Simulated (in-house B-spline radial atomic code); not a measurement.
Zn⁺: [Ar] 3d10 4s1

All numbers are computed (Dirac-Kohn-Sham AM05, spherical fractional occupations; Fermi nucleus of rms radius 3.9283 fm) with a B-spline radial code for spherical atoms, not measured.

Effective charges: Z_r = [3n² - l(l+1)]/(2<r>) from the radius, Z_e = n√(-2ε) from the energy, and Slater's rules. Values are occupation-weighted means over j.

| shell | electrons | ε (eV) | <r> (bohr) | Z_r | Z_e | Slater |
| --- | --- | --- | --- | --- | --- | --- |
| 1s | 2 | -9515.6 | 0.05037 | 29.78 | 26.45 | 29.70 |
| 2s | 2 | -1165.4 | 0.2263 | 26.52 | 18.51 | 25.85 |
| 2p | 6 | -1012.3 | 0.1984 | 25.21 | 17.25 | 25.85 |
| 3s | 2 | -138.3 | 0.6823 | 19.79 | 9.56 | 18.75 |
| 3p | 6 | -92.833 | 0.7144 | 17.50 | 7.84 | 18.75 |
| 3d | 10 | -19.808 | 0.8963 | 11.72 | 3.62 | 8.85 |
| 4s | 1 | -13.94 | 2.393 | 10.03 | 4.05 | 4.70 |

The least bound orbital is 4s1/2 at -13.94 eV, and it is also the most diffuse (<r> = 2.393 bohr).

Spin-orbit splittings of the orbital energies (j = l + 1/2 above j = l - 1/2 when positive): 2p 23.81 eV, 3p 3.063 eV, 3d 0.3602 eV.

For the 1s electron the small component carries 1.17 % of the norm, the zero-frequency Breit interaction raises the level by 13.13 eV, self-energy by 6.713 eV, and vacuum polarisation lowers it by 0.6222 eV.

The density falls to 0.001 bohr⁻³ at 3.623 bohr; Σ<r²> = 22.46 bohr² gives, by the non-relativistic formula and without the paramagnetism of open shells, a Langevin diamagnetic susceptibility of -17.79×10⁻⁶ cm³/mol.
